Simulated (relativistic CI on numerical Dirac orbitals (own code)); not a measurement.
**Yb⁶⁷⁺: computed level list**

Calculated at this level of theory: Dirac-Coulomb-Breit CI, KLI orbitals optimised for each configuration, model QED (radiative potential, 1s self-energy scaled to tabulated hydrogen-like ionisation energies), unscaled Slater integrals (own radial code, finite nucleus).

Configurations in the expansion (outside the closed core 1s2): 2s, 2p, 3s, 3p, 3d, 4s, 4p, 4d, 4f, 5s, 5p, 5d, 5f, 5g. Levels of other configurations are missing.

The lowest level is 2s ²S1/2, with 100 % of that term; Hund's rules for 2s give ²S with J = 1/2, in agreement.

```
No.  Configuration  Term    J   E (eV)    %  Next component (%)  Lifetime (s)
  1             2s    ²S  1/2      0.0  100                                  
  2             2p   ²P°  1/2    177.1  100                          1.11e-10
  3             2p   ²P°  3/2   1346.9  100                          2.20e-13
  4             3s    ²S  1/2   9816.4  100                          4.24e-15
  5             3p   ²P°  1/2   9864.4  100                          1.73e-15
  6             3p   ²P°  3/2  10213.0  100                          2.34e-15
  7             3d    ²D  3/2  10225.0  100                          6.58e-16
  8             3d    ²D  5/2  10325.1  100                          7.24e-16
  9             4s    ²S  1/2  13182.9  100                          6.32e-15
 10             4p   ²P°  1/2  13202.4  100                          2.97e-15
 11             4p   ²P°  3/2  13348.6  100                          3.83e-15
 12             4d    ²D  3/2  13353.7  100                          1.51e-15
 13             4d    ²D  5/2  13396.1  100                          1.68e-15
 14             4f   ²F°  5/2  13396.3  100                          3.23e-15
 15             4f   ²F°  7/2  13416.9  100                          3.33e-15
 16             5s    ²S  1/2  14716.0  100                          1.00e-14
 17             5p   ²P°  1/2  14725.7  100                          5.08e-15
 18             5p   ²P°  3/2  14800.1  100                          6.38e-15
 19             5d    ²D  3/2  14802.7  100                          2.89e-15
 20             5d    ²D  5/2  14824.5  100                          3.22e-15
 21             5f   ²F°  5/2  14824.6  100                          6.18e-15
 22             5g    ²G  7/2  14835.1  100                          1.07e-14
 23             5f   ²F°  7/2  14835.2  100                          6.39e-15
 24             5g    ²G  9/2  14841.4  100                          1.09e-14
```

Energies count from the lowest computed level; ° marks odd parity; lifetimes are radiative, by E1, M1, E2, M2 decay to levels of this space only.

The mean weight of the leading LS term, summed over parents, in these 24 levels is 100 %, and that of the leading jj configuration (from the same eigenvectors) 100 %.

At this charge energies of transitions that change n are usually good to better than 1 %, and those within a shell (Δn = 0) to a few per cent.
